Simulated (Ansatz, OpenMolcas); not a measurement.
AlSiNH6O: a line through the functionals

AlSiNH6O: 10 atoms, total charge 0, spin state singlet. As SMILES, `O[SiH2][NH][AlH2]`. The shape is that of a PBE0-D4/def2-TZVP optimisation. This is one conformer, not always the lowest.

The HOMO–LUMO gap y, in eV, basis 6-31G(d); a is the functional's share of exact exchange. Programs: Ansatz 0.2.0, OpenMolcas 26.06.

```
functional     program     a  y (eV)
      TPSS  OpenMolcas     0    5.21
    r2SCAN  OpenMolcas     0    5.60
     B3LYP      Ansatz   0.2       ?
      PBE0  OpenMolcas  0.25    7.03
     BHLYP  OpenMolcas   0.5    9.02
```

Question: Fit y = c + s·a to the known rows and predict B3LYP.

Answer: 
1. Means of the 4 rows: a = 0.1875, y = 6.715.
2. Σ(Δa)² = 0.17188, Σ(Δa·Δy) = 1.2312, so the slope is 1.2312/0.17188 = 7.1631.
3. Intercept: 6.715 − (7.1631) × 0.1875 = 5.372. The largest residual of the fit is 0.23.
4. B3LYP: 5.372 + (7.1631) × 0.2 = 6.80 eV.

The run gave 6.57 eV, so the prediction is off by +0.23 eV, about the largest residual. Exact exchange lowers occupied levels and raises empty ones. The rows mix families of semi-local functionals, which the line can't see.
